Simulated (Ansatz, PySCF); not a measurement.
Input for PySCF:
```python
from pyscf import gto, scf, dft

mol = gto.M(
    atom='''
C    -3.87859876    0.56907484   -0.23906773
C    -2.69519585   -0.32943690    0.01157181
C    -1.35165221    0.36119849   -0.07247986
C    -0.15743745   -0.53991423    0.16191148
O     0.98070711    0.29253839    0.42395932
C     2.14111931   -0.14015631   -0.02975134
C     3.30062485    0.70906270    0.41729083
O     2.26579798   -1.11327316   -0.72891355
H    -3.76309220    1.14165276   -1.15883222
H    -4.79595382   -0.01498766   -0.27916002
H    -4.01481834    1.30056336    0.56297046
H    -2.82366548   -0.83627884    0.97736436
H    -2.70688169   -1.15499881   -0.71818678
H    -1.31799885    1.16739233    0.67568311
H    -1.22772050    0.87440248   -1.03385711
H    -0.31201660   -1.19799783    1.02569627
H     0.09117320   -1.17675346   -0.70374835
H     2.93378746    1.67941786    0.74147963
H     4.01827272    0.80078337   -0.39478626
H     3.79371392    0.20371123    1.24815944
''',
    basis='sto-3g',
    charge=1,
    spin=1,
    verbose=4,
)

mf = dft.UKS(mol)
mf.xc = 'camb3lyp'
mf.grids.atom_grid = (99, 590)
mf.grids.prune = None
mf.kernel()
```

Convert this to an input for Ansatz (an electronic-structure program).

This is not unique; one that fits is 
Ansatz 0.2 input:
```yaml
crystal:
  periodic: [false, false, false]
  atoms:
    - {symbol: C, position_ang: [-3.87859876, 0.56907484, -0.23906773]}
    - {symbol: C, position_ang: [-2.69519585, -0.32943690, 0.01157181]}
    - {symbol: C, position_ang: [-1.35165221, 0.36119849, -0.07247986]}
    - {symbol: C, position_ang: [-0.15743745, -0.53991423, 0.16191148]}
    - {symbol: O, position_ang: [0.98070711, 0.29253839, 0.42395932]}
    - {symbol: C, position_ang: [2.14111931, -0.14015631, -0.02975134]}
    - {symbol: C, position_ang: [3.30062485, 0.70906270, 0.41729083]}
    - {symbol: O, position_ang: [2.26579798, -1.11327316, -0.72891355]}
    - {symbol: H, position_ang: [-3.76309220, 1.14165276, -1.15883222]}
    - {symbol: H, position_ang: [-4.79595382, -0.01498766, -0.27916002]}
    - {symbol: H, position_ang: [-4.01481834, 1.30056336, 0.56297046]}
    - {symbol: H, position_ang: [-2.82366548, -0.83627884, 0.97736436]}
    - {symbol: H, position_ang: [-2.70688169, -1.15499881, -0.71818678]}
    - {symbol: H, position_ang: [-1.31799885, 1.16739233, 0.67568311]}
    - {symbol: H, position_ang: [-1.22772050, 0.87440248, -1.03385711]}
    - {symbol: H, position_ang: [-0.31201660, -1.19799783, 1.02569627]}
    - {symbol: H, position_ang: [0.09117320, -1.17675346, -0.70374835]}
    - {symbol: H, position_ang: [2.93378746, 1.67941786, 0.74147963]}
    - {symbol: H, position_ang: [4.01827272, 0.80078337, -0.39478626]}
    - {symbol: H, position_ang: [3.79371392, 0.20371123, 1.24815944]}
basis:
  gaussian:
    orbitals: STO-3G
hamiltonian:
  xc: cam_b3lyp
total_charge: 1
magnetization: {spin_polarized: true, initial_magnetization: 1}
accuracy: high
```

Both were run: PySCF gave -380.903555 Eh and Ansatz -380.903554 Eh, 0.000 mEh apart.
